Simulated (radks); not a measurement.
Values are calculated unless marked as measured or tabulated.
Numerical settings for neutral nickel, [Ar] 3d8 4s2. Level of theory: scalar-relativistic Kohn-Sham, r2SCAN, spin-polarised, spherical densities, finite nucleus; open shells are filled with parallel spins first; meta-GGA in the generalised Kohn-Sham scheme; Fermi nuclear charge, rms radius 3.7757 fm (a radial shooting solver on a logarithmic mesh with Libxc functionals). The defaults (mesh step 0.008 in ln r, mesh end at 40 bohr or more with all orbitals vanishing there, Anderson mixing 0.5 over 9 steps, residual threshold near 1e-9 with the energy settled to 1e-9 hartree or 1e-11 of itself, here a cap of 85 iterations) give E = -1520.801 hartree and 4s at -5.702 eV in 15 iterations. Run on one thread of a shared host, so times are rough (Intel(R) Xeon(R) 6975P-C): 0.16 s of CPU time, 0.16 s wall, 15 iterations on 2381 mesh points. Changes against that run (0 stands for a change within the tolerance of the run):

| setting | iterations | converged | E (mhartree) | e(4s) (meV) | CPU (s) |
|---|---|---|---|---|---|
| mesh step in ln r 0.08 | 17 | no | diverged | - | 0.04 |
| mesh step in ln r 0.02 | 20 | yes | +0.00122 | -0.00846 | 0.09 |
| mesh step in ln r 0.03 | 19 | yes | +0.0265 | +0.0029 | 0.08 |
| mesh end (bohr) 1 | 11 | level above zero | +1.14e+05 | +8.21e+05 | 0.11 |
| mesh end (bohr) 8 | 13 | yes | +1.8 | +100 | 0.14 |
| residual threshold 0.01 | 11 | yes | 0 | -0.0193 | 0.14 |
| residual threshold 0.1 | 11 | yes | 0 | -0.0193 | 0.13 |
| mixing 2.5 | 85 | no | +0.00379 | +0.264 | 0.95 |
| linear mixing, mixing 0.5 | 70 | no | diverged | - | 0.56 |
| linear mixing, mixing 0.05 | 85 | no | +0.794 | -0.35 | 0.96 |
| mixing history 3 | 21 | yes | 0 | 0 | 0.22 |
| iteration cap 2 | 2 | no | +272 | -6.42e+03 | 0.03 |

Settled on a wrong energy, with an occupied level pushed above zero by the early mesh end: mesh end (bohr) 1 (+114 hartree). Apart from these: settings that end as converged yet miss the energy by more than 1 mhartree: mesh end (bohr) 8 (+0.0018 hartree). A mesh that ends early acts as a hard wall.
